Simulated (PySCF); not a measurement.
Cd(Me)(SMe) (C2H6CdS), SMILES C[S][Cd][CH3].

Geometry: B3LYP-D3(BJ)/def2-SVP. The structure was generated by enumeration; whether it is a known compound was not checked. The def2 effective core potentials stand for the cores of Cd; spin–orbit coupling is left out. Other conformers were not sampled.

These are PBE/def2-TZVP run with PySCF values and carry that method's errors.

Computed frontier levels, gap, dipole moment and polarisability:
| Item | Value |
|---|---|
| highest occupied level | -5.15 eV |
| lowest empty level | -1.41 eV |
| orbital gap | 3.74 eV |
| dipole moment | 1.94 D |
| quadrupole, principal values (traceless, Buckingham form, about the centre of nuclear charge) | -7.43, 0.19, 7.24 D·Å |
| mean static polarisability | 82.5 bohr³ (12.22 Å³) |
| polarisability, principal values | 58.8, 66.7, 121.9 bohr³ |
